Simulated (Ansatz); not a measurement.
Consider the ligand exchange at the Si–C bond: `[SiH3]C=S` + `[NH2][GeH3]` → `[SiH3][NH][GeH3]` + `C=S`.

Gas-phase electronic energies from Ansatz, PBE0-D4/def2-TZVP geometries. CCSD(T)/CBS adds triple-zeta CCSD(T) − MP2 to the extrapolated MP2 energy (def2 sets, frozen cores). This one scheme is used for every species. DFT in def2-TZVPP. For Ge outer-core shells are correlated without core-valence functions, which leaves a few kJ/mol of doubt a bond. Scalar relativity is left out up to krypton.

`[SiH3]C=S`:

Cartesian coordinates in Å:
```
Si -0.184 0.729 -0.277
C 0.152 -0.996 0.393
S 1.617 -1.660 0.471
H 1.089 1.351 -0.706
H -0.836 1.535 0.790
H -1.132 0.619 -1.419
H -0.706 -1.578 0.749
```

`[NH2][GeH3]`:

Cartesian coordinates in Å:
```
N -1.044 0.470 -0.197
Ge 0.596 -0.220 0.283
H -0.991 1.186 -0.909
H -1.703 -0.231 -0.507
H 0.338 -1.246 1.397
H 1.362 -0.915 -0.868
H 1.441 0.955 0.800
```

`[SiH3][NH][GeH3]`:

Z-matrix (Å, degrees):
```
Si
N 1 1.718
H 1 1.489 2 110.3
H 1 1.486 2 107.3 3 119.9
H 1 1.492 2 114.2 3 -120.6
Ge 2 1.839 1 127.5 3 -145.3
H 2 1.009 1 117.0 3 48.6
H 6 1.538 2 108.4 1 146.5
H 6 1.534 2 106.7 1 26.5
H 6 1.543 2 111.7 1 -93.5
```

`C=S`:

Z-matrix (Å, degrees):
```
C
S 1 1.599
H 1 1.090 2 122.2
H 1 1.090 2 122.2 3 -180.0
```

| level | ΔE (kJ/mol) |
| --- | --- |
| BHLYP-D4 | -63.5 |
| ωB97X-V | -58.2 |
| RPA@PBE/def2-TZVPP | -60.7 |
| CCSD/CBS(def2) | -60.1 |

Problem. What does CCSD(T)/CBS give? (An estimate is asked.)

Solution. Computed: -58.2 kJ/mol. The listed levels differ from it by -5.3, 0.0, -2.5, -1.9 kJ/mol.

Problem. What do rigid-rotor, harmonic-oscillator terms from PBE0-D4/def2-TZVP frequencies (298.15 K, 1 bar) make of the CCSD(T)/CBS value? (Estimate.)

Solution. Ansatz gave: ΔZPE = -1.2 kJ/mol, ΔH = -58.5 kJ/mol, ΔS = 0 J/(mol·K), ΔG = -58.5 kJ/mol.

Largest T1 diagnostic among the species: 0.016.

From PBE to PBE0 (25 % exact exchange), in def2-TZVPP and without D4, ΔE moves by −6.2 kJ/mol. Leaving LDA and LC-ωPBE aside and taking each functional with its dispersion term where it has one, the values, not all of them listed here, spread over 17.2 kJ/mol, from BHLYP-D4 to PBE-D4.
